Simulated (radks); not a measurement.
Results of a calculation; reference values are marked as such.
Neutral magnesium inside a hard spherical wall (all orbitals vanish at R), configuration held at [Ne] 3s2 and not refilled when levels cross. Code: a radial shooting solver on a logarithmic mesh with Libxc functionals. Model: scalar-relativistic Kohn-Sham, PBE, spin-polarised, spherical densities, finite nucleus; Fermi nuclear charge, rms radius 3.057 fm. Eigenvalues in eV for spin up, with the zero of energy where the potential of the charges vanishes at infinity; a dash marks a level that is unbound or too diffuse for the functional's potential to be trusted. A positive occupied level is held by the wall or, in an anion where self-interaction has pushed it up, behind a barrier. The pressure on the wall is -dE/dV.

| R (bohr) | E (hartree) | kinetic (hartree) | e(1s) | e(2s) | e(2p) | e(3s) | e(3p, empty) | e(4s, empty) | pressure (GPa) |
|---|---|---|---|---|---|---|---|---|---|
| free | -200.27974 | 200.511 | -1259.6 | -79.845 | -46.614 | -4.705 | -1.330 | - | 0 |
| 20 | -200.27974 | 200.511 | -1259.6 | -79.845 | -46.614 | -4.705 | -1.330 | - | < 0.0001 |
| 15 | -200.27974 | 200.511 | -1259.6 | -79.845 | -46.613 | -4.705 | -1.325 | 0.256 | < 0.0001 |
| 12 | -200.27969 | 200.512 | -1259.6 | -79.838 | -46.606 | -4.700 | -1.294 | 0.773 | 0.000982 |
| 10 | -200.27923 | 200.516 | -1259.6 | -79.790 | -46.558 | -4.667 | -1.190 | 1.710 | 0.0133 |
| 8 | -200.27516 | 200.545 | -1259.3 | -79.518 | -46.287 | -4.472 | -0.777 | 4.123 | 0.181 |
| 6 | -200.24105 | 200.715 | -1258.0 | -78.278 | -45.051 | -3.428 | 0.928 | 11.339 | 2.66 |
| 4 | -199.94276 | 201.695 | -1253.0 | -73.746 | -40.544 | 2.605 | 9.122 | 39.636 | 56.1 |
| 3 | -199.14640 | 203.842 | -1246.1 | -68.007 | -34.813 | 15.800 | 24.838 | 88.756 | 389 |
| 2 | -195.03668 | 214.403 | -1221.7 | -51.482 | -17.416 | 74.010 | 84.643 | 259.44 | 5610 |
| 1.5 | -185.58192 | 237.212 | -1177.8 | -23.273 | 13.048 | 187.73 | 189.08 | 539.33 | 35700 |
